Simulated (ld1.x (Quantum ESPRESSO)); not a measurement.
Os: one change to an RRKJ potential, before and after

ld1.x (Quantum ESPRESSO) 7.5 input, shortened:

```
&input
   title='Os', zed=76., rel=2, dft='PZ', iswitch=3,
   config='[Xe] 4f14 5d6 6s0 6p0', rel_dist='average'
 /
 &inputp
   pseudotype=2, tm=.false., rho0=0.02, lloc=0,
   nlcc=.true.
 /
3
6P  2  1   0.00   0.00  2.25  2.25  0.0
5D  3  2   6.00   0.00  2.45  2.45  0.0
6S  1  0   0.00   0.00  2.55  2.55  0.0
 &test
   configts(1)='5d6 6s0 6p0'
 /
```

Open shells are filled in proportion to 2j + 1 (rel_dist='average').

All-electron outer shells of the reference configuration (LDA (PZ), scalar-relativistic, ld1.x):

| shell | level (eV) | outermost node (bohr) | outermost maximum (bohr) |
| --- | --- | --- | --- |
| 5p | -68.33 | 0.55 | 1.03 |
| 5d | -23.23 | 0.60 | 1.34 |
| 6s | -21.18 | 1.20 | 2.33 |
| 6p | -13.94 | 1.41 | 2.88 |

Change: wave 5d (bound): rc 2.45 bohr becomes 5d (bound): rc 2.56 bohr.

Cutoffs: the cutoffs (Ry, on a coarse ladder) from which the occupation-weighted sum of valence levels, in a spherical-Bessel basis at the reference potential, stays within 10 and 1 mRy of its value at 400 Ry; they do not see the model core or the augmentation charge, which bear on the density cutoff. Errors are all-electron minus pseudo energies relative to the spin-unpolarised reference configuration.

**Question.** What does the change do?

**Answer.** The potential gets softer (30 Ry and 30 Ry → 25 Ry and 30 Ry); both files keep a bound ghost (p); of the 7 tests that both files solve, the error grows in 0 and shrinks in 2 by more than 15 % and 0.3 meV (median size 58.2 → 58.9 meV). A larger radius leaves more room for a smooth pseudo-wave, so fewer plane waves are needed.

```tsv
quantity	base	changed
cutoff, loose	30 Ry	25 Ry
cutoff, tight	30 Ry	30 Ry
bound ghosts	p3/2	p3/2
error for 5d6 6s2 6p0, meV [ΔE -27.15 eV]	-25	-25
error for 5d6 6s1 6p0, meV [ΔE -17.28 eV]	-9.4	-9.7
error for 5d5 6s0 6p0, meV [ΔE 29.15 eV]	-101	-85
error for 5d6 6s0 6p1, meV [ΔE -11.11 eV]	-0.8	-0.7
error for 5d7 6s0 6p0, meV [ΔE -17.76 eV]	-64	-59
error for 5d7 6s1 6p0, meV [ΔE -26.81 eV]	-58	-60
error for 5d5 6s2 6p1, meV [ΔE -21.06 eV]	-93	-67
```

 A true bound ghost makes a file unfit for plane-wave use even where its test errors are small: the radial tests pick states by their node count and pass the ghost by.
